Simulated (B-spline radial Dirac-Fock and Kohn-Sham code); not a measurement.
# Tm³⁺: eigenvalues, ΔSCF and the reference

System: the Tm³⁺ ion, [Xe] 4f11 6p1 (an excited configuration).

The density-functional columns are spherical, spin-unpolarised Dirac-Kohn-Sham results without Breit or QED terms: −ε is minus the orbital energy of the initial state and ΔSCF the difference of two total energies. The reference in the last column comes from Dirac-Fock energy differences between relaxed states, corrected for Breit and QED terms. All numbers are from a B-spline atomic structure program, in eV; a selection of levels is shown. For the 1s level of heavy atoms much of the gap between ΔSCF and the reference is the Breit and QED part, -276.6 eV here; for other levels the error of the functional can be larger.

| level | LDA −ε | LDA ΔSCF | Dirac-Fock |
| --- | --- | --- | --- |
| 1s | 59196.0 | 59701.3 | 59437.1 |
| 2s | 10022.3 | 10114.7 | 10174.2 |
| 2p1/2 | 9559.6 | 9677.7 | 9669.1 |
| 2p3/2 | 8580.7 | 8684.6 | 8700.2 |
| 3s | 2289.7 | 2317.1 | 2366.5 |
| 3p1/2 | 2085.3 | 2114.6 | 2146.0 |
| 3p3/2 | 1878.7 | 1905.8 | 1938.5 |
| 3d3/2 | 1528.1 | 1560.4 | 1567.0 |
| 3d5/2 | 1483.0 | 1514.3 | 1522.7 |
| 4s | 488.4 | 501.6 | 527.7 |
| 4p1/2 | 406.1 | 419.2 | 438.0 |
| 4p3/2 | 359.0 | 371.6 | 391.0 |
| 4d3/2 | 223.1 | 235.4 | 242.7 |
| 4d5/2 | 214.4 | 226.7 | 234.2 |
| 4f | 48.10 | 59.05 | 55.12 |
| 5s | 92.75 | 101.0 | 103.6 |
| 5p1/2 | 68.99 | 76.67 | 74.86 |
| 5p3/2 | 62.14 | 69.45 | 67.99 |
| 6p | 20.99 | 23.95 | 22.96 |

Values without a named source are computed, but for edge energies of neutral atoms, which are taken from tables.
